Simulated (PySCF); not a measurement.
SMILES C=C[SiH2][SiH2][Si](Cl)(Cl)Cl at its GFN2-xTB optimised geometry (Å):

```
15

C      2.6636    -1.2224     4.0803
C      1.7955    -0.4953     3.3942
Si     2.2284     0.6344     1.9508
Si     1.3140    -0.2590     0.0000
Si    -1.0140    -0.2590     0.0000
Cl    -1.7418     1.6464     0.0000
Cl    -1.7404    -1.1299     1.6964
Cl    -1.9180    -1.2117    -1.5478
H      3.7190    -1.1980     3.8606
H      2.3693    -1.8705     4.8920
H      0.7473    -0.5627     3.6621
H      3.6900     0.7623     1.8804
H      1.6866     1.9695     2.2461
H      1.7400    -1.6464    -0.2441
H      1.7418     0.4640    -1.2073
```

Method: PySCF with PBE/def2-TZVP.

Map of the log10 of the electron density (e/bohr³), floored at −4 on the plane z = 0.6 Å:

```
|0000000000000000000000000000000|
|0000011122211000000000000000000|
|0000122333322110000000000000000|
|0011234444443321000000000000000|
|0012345566554432100111111000000|
|0123456777765433211122221110000|
|0234567888876543222223322221110|
|1234678999987654322333333322211|
|1245678999987654333344444333322|
|1245678999987654444455555444333|
|1245678999987655445556665554443|
|1235678899887665555666666655444|
|1234567888887666666777777665544|
|0134456778877766677788877665544|
|0123456677777777777888887665543|
|0123456677888777778888887665443|
|0123456778898887788898877655432|
|0234566788888877777888877654332|
|1234567788888777777777776544321|
|1234567788887776667777776543211|
|1234567788877666666677766543210|
|0134556777776655555667665432100|
|0123456667665544445566665432100|
|0123345566555433334555554321100|
|0012334455444332233444443321000|
|0001223344333221122333332210000|
|0000122222222110011222221100000|
|0000001111111000000111110000000|
|0000000000000000000000000000000|
|0000000000000000000000000000000|
|0000000000000000000000000000000|
```
Scale: ten equal steps from -4.00 (start of '0') to -0.573 (end of '9'), in the order '0123456789'; x runs from -4.00 to 4.00, y from -4.00 (bottom) to 4.00 (top).
